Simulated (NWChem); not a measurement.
Program: NWChem. System: HFPb, charge 1, spin multiplicity 2, at the geometry of a parent with another charge or spin, in a state set for the comparison that need not be this species' ground state. Its SCF solution wasn't tested for a lower state. Level: UMP2/def2-SVP with def2 effective core potentials on Pb, 5 core orbitals frozen.

Job file:

```
start mol
memory heap 200 mb stack 900 mb global 1100 mb
charge 1
geometry units angstroms nocenter noautoz
  Pb    -0.151865     0.135202     0.000000
  H      1.137193     1.526168     0.000000
  F      1.257306    -1.401411     0.000000
  symmetry group Cs
end
basis spherical
  * library def2-svp
end
ecp
  Pb library def2-ecp
end
scf
  uhf
  nopen 1
  maxiter 100
  thresh 1e-7
  semidirect memsize 60000000 filesize 0
  # guess.movecs holds the orbitals of an unrestricted PBE0 run
  vectors input guess.movecs output mol.movecs
end
mp2
  freeze core 5
end
task mp2 energy
```

Output (cleaned and shortened):

```
             Northwest Computational Chemistry Package (NWChem) 7.3.0
             --------------------------------------------------------

                                NWChem Input Module
                                -------------------

 Scaling coordinates for geometry "geometry" by  1.889725989
 (inverse scale =  0.529177249)

 Turning off AUTOSYM since
 SYMMETRY directive was detected!

                             Geometry "geometry" -> ""
                             -------------------------

 Output coordinates in angstroms (scale by  1.889725989 to convert to a.u.)

  No.       Tag          Charge          X              Y              Z
 ---- ---------------- ---------- -------------- -------------- --------------
    1 Pb                  82.0000    -0.15186500     0.13520200     0.00000000
    2 H                    1.0000     1.13719300     1.52616800     0.00000000
    3 F                    9.0000     1.25730600    -1.40141100     0.00000000

 Effective nuclear repulsion energy (a.u.)     211.8185638785

            Nuclear Dipole moment (a.u.)
            ----------------------------
        X                 Y               Z
 ---------------- ---------------- ----------------
     0.0000321253     0.0000623610     0.0000000000

      Symmetry information
      --------------------

 Group name             Cs
 Group number              2
 Group order               2
 No. of unique centers     3

      Symmetry unique atoms

     1    2    3


 Summary of "ao basis" -> "" (spherical)
 ------------------------------------------------------------------------------
       Tag                 Description            Shells   Functions and Types
 ---------------- ------------------------------  ------  ---------------------
 *                          def2-svp                  on all atoms

 Summary of "ao basis" -> "ao basis" (spherical)
 ------------------------------------------------------------------------------
       Tag                 Description            Shells   Functions and Types
 ---------------- ------------------------------  ------  ---------------------
 Pb                         def2-svp                10       26   4s4p2d
 H                          def2-svp                 3        5   2s1p
 F                          def2-svp                 6       14   3s2p1d

                                 NWChem SCF Module
                                 -----------------

  ao basis        = "ao basis"
  functions       =    45
  atoms           =     3
  alpha electrons =    16
  beta  electrons =    15
  charge          =   1.00
  wavefunction    = UHF
  use symmetry    = T
  symmetry adapt  = T

 Summary of "ao basis" -> "ao basis" (spherical)
 ------------------------------------------------------------------------------
       Tag                 Description            Shells   Functions and Types
 ---------------- ------------------------------  ------  ---------------------
 Pb                         def2-svp                10       26   4s4p2d
 H                          def2-svp                 3        5   2s1p
 F                          def2-svp                 6       14   3s2p1d

      Symmetry analysis of basis
      --------------------------

        a'         32
        a"         13

 Forming initial guess at       0.1s

   Symmetry analysis of molecular orbitals - initial alpha
   -------------------------------------------------------

  Numbering of irreducible representations:

[...]
  Mulliken analysis of the alpha density
  --------------------------------------

    Atom       Charge   Shell Charges
 -----------   ------   -------------------------------------------------------
    1 Pb  22    10.43   1.50 -0.47  0.68  0.23  1.68  1.31  0.38  0.07  4.89  0.16
    2 H    1     0.78   0.53  0.24  0.00
    3 F    9     4.79   1.00  0.56  0.43  1.65  1.15  0.00

   Mulliken analysis of the beta density
   -------------------------------------

    Atom       Charge   Shell Charges
 -----------   ------   -------------------------------------------------------
    1 Pb  22    10.17   1.50 -0.47  0.64  0.22  1.69  1.30  0.21  0.05  4.90  0.14
    2 H    1     0.06   0.05  0.01  0.00
    3 F    9     4.76   1.00  0.56  0.43  1.63  1.15  0.00

   Mulliken analysis of the spin density
   -------------------------------------

    Atom       Charge   Shell Charges
 -----------   ------   -------------------------------------------------------
    1 Pb  22     0.25   0.00  0.00  0.04  0.01 -0.01  0.01  0.17  0.02 -0.01  0.02
    2 H    1     0.72   0.48  0.24  0.00
    3 F    9     0.03  -0.00  0.00 -0.00  0.03 -0.00 -0.00

       Multipole analysis of the density wrt the origin
       ------------------------------------------------

     L   x y z        total         alpha         beta         nuclear
     -   - - -        -----         -----         ----         -------
     0   0 0 0      1.000000    -16.000000    -15.000000     32.000000

     1   1 0 0     -1.148890     -9.587947     -8.779970     17.219026
     1   0 1 0      1.734318      7.735925      9.328015    -15.329622
     1   0 0 1      0.000000      0.000000     -0.000000      0.000000

     2   2 0 0    -22.208301    -42.635237    -36.809936     57.236872
     2   1 1 0      4.326194     25.945289     30.426269    -52.045364
     2   1 0 1     -0.000000     -0.000000      0.000000      0.000000
     2   0 2 0    -22.500277    -51.020613    -44.354069     72.874405
     2   0 1 1     -0.000000     -0.000000      0.000000      0.000000
     2   0 0 2    -18.888275     -9.949780     -8.938495      0.000000

                   NWChem MP2 Semi-direct Energy/Gradient Module
                   ---------------------------------------------

  Basis functions       =     45
  Molecular orbitals    =     45
  Frozen core           =      5
  Frozen virtuals       =      0
  Active alpha occupied =     11
  Active beta occupied  =     10
  Active alpha virtual  =     29
  Active beta virtual   =     30
  Use MO symmetry       = T
  Use skeleton AO sym   = T

  AO/Fock/Back tols     =   1.0D-09  1.0D-09  1.0D-09

 GA uses MA = F    GA memory limited = T

 Available:
  local mem=  1.26D+08
 global mem=  1.44D+08
 local disk=  0.00D+00
  mp2_memr nvloc                    29
  nvloc new                    29
   1 passes of  11:        2097152                      12265                   1122833.
   1 passes of  11: M    126148543           G      144175150           F     124051391.

 Semi-direct pass number   1 of   1  for UHF alpha       at        0.7s
  vrange nnbf                  1032
  mp2_eaftype                    10  avail_ma_in_mb                  1099
 EAF : mp2_eaftype filesize          10     561416.
  mp2_eaf for mointskh                     10
Node 0 wrote      2.6 Mb in      0.0 s     Agg I/O rate:  1140.6 Mb/s
 Done moints_semi at        1.4s
  mp2_eaftype                    10  avail_ma_in_mb                  1089
 EAF : mp2_eaftype filesize          10     561416.
  mp2_eaf for kh                    10
 Done maket at        1.5s
 Done multipass loop at        1.5s

 GA uses MA = F    GA memory limited = T

 Available:
  local mem=  1.26D+08
 global mem=  1.44D+08
 local disk=  0.00D+00
  mp2_memr nvloc                    30
  nvloc new                    30
   1 passes of  10:        2097152                      11781                   1056166.
   1 passes of  10: M    126148543           G      144175150           F     124051391.

 Semi-direct pass number   1 of   1  for UHF beta        at        1.5s
  vrange nnbf                  1032
  mp2_eaftype                    10  avail_ma_in_mb                  1099
 EAF : mp2_eaftype filesize          10     528083.
  mp2_eaf for mointskh                     10
Node 0 wrote      2.5 Mb in      0.0 s     Agg I/O rate:  1130.6 Mb/s
 Done moints_semi at        2.2s
  mp2_eaftype                    10  avail_ma_in_mb                  1089
 EAF : mp2_eaftype filesize          10     528083.
  mp2_eaf for kh                    10
 Done maket at        2.3s
 Done multipass loop at        2.3s

          -------------------------------------------
          SCF energy                -291.446384778377
          Correlation energy          -0.265657821090
          Singlet pairs                0.000000000000
          Triplet pairs                0.000000000000
          Total MP2 energy          -291.712042599466
          -------------------------------------------

          ---------------------------------------------------
                    Spin Component Scaled (SCS) MP2
          Same spin pairs                     -0.071764528365
          Same spin scaling factor             0.333333333333
          Opposite spin pairs                 -0.193893292724
          Opposite spin scaling fact.          1.200000000000
          SCS-MP2 correlation energy          -0.256593460724
          Total SCS-MP2 energy              -291.702978239101
          ---------------------------------------------------

 -----------------------
 Performance information
 -----------------------

 Timer overhead =  1.43D-07 seconds/call

               Nr. of calls         CPU time (s)                 Wall time (s)                GFlops
             ---------------    -------------------     ------------------------------   -------------------
Name         Min   Avg   Max    Min     Avg     Max     Min     Avg     Max   Mx/calls   Min     Max     Sum
mp2: moin     2     2     2    1.5     1.5     1.5      1.5     1.5     1.5    0.76      0.0     0.0     0.0
mp2: make     2     2     2   6.45E-2 6.45E-2 6.45E-2  6.45E-2 6.45E-2 6.45E-2 3.23E-2   0.0     0.0     0.0
mp2: tota     1     1     1    1.6     1.6     1.6      1.6     1.6     1.6     1.6      0.0     0.0     0.0

 The average no. of pstat calls per process was 5.00D+00
 with a timing overhead of 7.17D-07s

 Task  times  cpu:        2.2s     wall:        2.2s

 Total times  cpu:        2.3s     wall:        2.3s
```
